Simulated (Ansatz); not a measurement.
## Abstraction of Cl: CHBrCl2 + CH7Si2 → CHBrCl + CH7ClSi2

Species: CHBrCl2 (bromodichloromethane) `ClC(Cl)Br`, singlet; CH7Si2 `[SiH2]C[SiH3]`, doublet; CHBrCl `Cl[CH]Br`, doublet; CH7ClSi2 `[SiH3]C[SiH2]Cl`, singlet. A radical takes Cl: the energy is the difference in strength between the C–Cl bond broken and the Si–Cl bond made.

Shapes, held fixed at every level: PBE0-D4/def2-TZVP. Flexible molecules stand in one conformer, not always the lowest. Programs: Ansatz 0.2.0. The zero-point and thermal change to 298 K, harmonic and unscaled (PBE0-D4/def2-TZVP), is -0.2 kJ/mol.

```
               level                    kind  ΔH(298 K) (kJ/mol)  less CCSD(T)/def2-TZVPP  CPU time (sum over the molecules)
r2SCAN-D4/def2-TZVPP                meta-GGA              -165.1                     -7.7                               86 s
 B3LYP-D4/def2-TZVPP           global hybrid              -161.3                     -3.9                               71 s
 BHLYP-D4/def2-TZVPP           global hybrid              -174.3                    -16.9                               55 s
  PBE0-D4/def2-TZVPP           global hybrid              -156.8                     +0.6                               52 s
  wB97M-V/def2-TZVPP  range-separated hybrid              -164.5                     -7.1                            3.1 min
       CCSD/def2-SVP   coupled cluster or CI              -153.1                     +4.3                                  –
     CCSD/def2-TZVPP   coupled cluster or CI              -163.0                     -5.6                                  –
  CCSD(T)/def2-TZVPP   coupled cluster or CI              -157.4                      0.0                             23 min
```

The highest level, CCSD(T)/def2-TZVPP, gives ΔH(298 K) = -157.4 kJ/mol; the levels span -174.3 to -153.1. The column of differences is taken from that level and isn't an error. No measured value is set beside it here. Open shells run unrestricted. Relativity is left out for Br. Outer-core shells of Br are correlated in most correlated rows, in sets that cover them unevenly. Times are processor times on shared x86 and Arm servers, and rough.
